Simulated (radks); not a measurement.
Initial-state core-level shifts of the iron ion Fe+ when its valence configuration changes from [Ar] 3d6 4s1. All-electron calculation, scalar-relativistic Kohn-Sham, r2SCAN, spin-unpolarised, spherical densities, finite nucleus; meta-GGA in the generalised Kohn-Sham scheme; Fermi nuclear charge, rms radius 3.7377 fm. Program: a radial shooting solver on a logarithmic mesh with Libxc functionals. Shifts are changes of the shell-averaged eigenvalues in eV (positive: less bound); the change of the density at the nucleus, which sets a Mossbauer isomer shift, is in e/bohr^3, on a base of 1.52e+04.

valence               1s       2s       3s       3p  density at nucleus
3d6 4p1           -1.534   -1.436   -1.526   -1.526              -7.237
3d5 4p2           -9.939  -10.666   -9.591   -9.346              -4.891
3d5 4s1 4p1       -8.473   -9.272   -8.155   -7.915              +3.445
3d6 4s0.5 4p0.5   -0.778   -0.730   -0.773   -0.774              -3.591
3d7               +5.616   +6.277   +5.635   +5.452              -8.642
3d5 4s2           -6.955   -7.827   -6.664   -6.430             +11.762
3d5 4s0.5 4p1.5   -9.213   -9.976   -8.880   -8.638              -0.694
3d4 4s0.5 4p2.5  -18.739  -20.559  -17.612  -17.084              +3.281
3d6.5 4s0.5       +2.976   +3.330   +2.956   +2.858              -4.631
